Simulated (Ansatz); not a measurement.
The pair A = H2S (SMILES S) (first 3 atoms), B = CH3Cl (SMILES CCl); geometry from B3LYP-D3(BJ)/def2-TZVP.
(charge 0, multiplicity 1):
```xyz
8

S     -0.31625     0.11784    -0.45730
H     -0.22978     1.43463    -0.20979
H      0.59313    -0.17891     0.48813
C     -0.82967    -0.69751     3.30189
Cl     0.96059    -0.62964     3.14063
H     -1.26099    -0.46245     2.33320
H     -1.10147    -1.70088     3.61463
H     -1.12786     0.03192     4.04851
```

Cores are frozen in the correlated methods. MP2 and its Hartree–Fock in aug-cc-pV(Q+d)Z are density fitted.

The values were computed with Ansatz (an electronic-structure program) with Gaussian orbitals. Values without a source in brackets are computed.

Total energies (hartree), monomers frozen at their geometry in the pair:

| structure | HF/aug-cc-pV(D+d)Z | HF/aug-cc-pV(Q+d)Z | MP2/aug-cc-pV(D+d)Z |
|---|---|---|---|
| AB | -897.8265042 | -897.8741679 | -898.2942143 |
| A in the pair's basis | -398.7023861 | -398.7191548 | -398.8596759 |
| B in the pair's basis | -499.1242570 | -499.1552741 | -499.4311846 |
| A | -398.7021874 | -398.7191369 | -398.8588670 |
| B | -499.1240229 | -499.1552615 | -499.4303481 |

**Question.** Work out the interaction energy without and with the counterpoise correction, and the superposition error, for each level.

**Answer.** 
E(AB) − E(A) − E(B), times 627.509 kcal/mol, with the monomers in their own basis and then in the pair's basis:
- HF/aug-cc-pV(D+d)Z: -0.18 uncorrected, 0.09 corrected; the monomers gain 0.27 kcal/mol from borrowed functions
- HF/aug-cc-pV(Q+d)Z: 0.14 uncorrected, 0.16 corrected; the monomers gain 0.02 kcal/mol from borrowed functions
- MP2/aug-cc-pV(D+d)Z: -3.14 uncorrected, -2.10 corrected; the monomers gain 1.03 kcal/mol from borrowed functions
